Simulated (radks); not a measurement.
Values are calculated unless marked as measured or tabulated.
Problem. The mean radii <r> (bohr) of the occupied orbitals of an atom or ion are listed with their occupations. Level of theory: non-relativistic Kohn-Sham, LDA (Slater exchange, Perdew-Zunger correlation), spin-polarised, spherical densities, point nucleus (a radial shooting solver on a logarithmic mesh with Libxc functionals).

orbital  occ.      <r>
1s up       1  0.05298
1s down     1  0.05298
2s down     1   0.2391
2s up       1   0.2391
2p down     3   0.2080
2p up       3   0.2080
3s down     1   0.7237
3s up       1   0.7240
3p down     3   0.7546
3p up       3   0.7553
3d up       5    1.050
3d down     5    1.028
4s up       1    2.929

Name the element and its charge. Open shells, if any, are filled with parallel spins first.

Solution. Z = 29, copper, charge 0: Cu in [Ar] 3d10 4s1. The 1s radius gives Z: for a bare nucleus <r> = 1.5/Z, 0.05172 bohr for Z = 29, and screening makes it slightly larger (0.05298 here). The occupations add up to 29, and the charge is Z minus that.
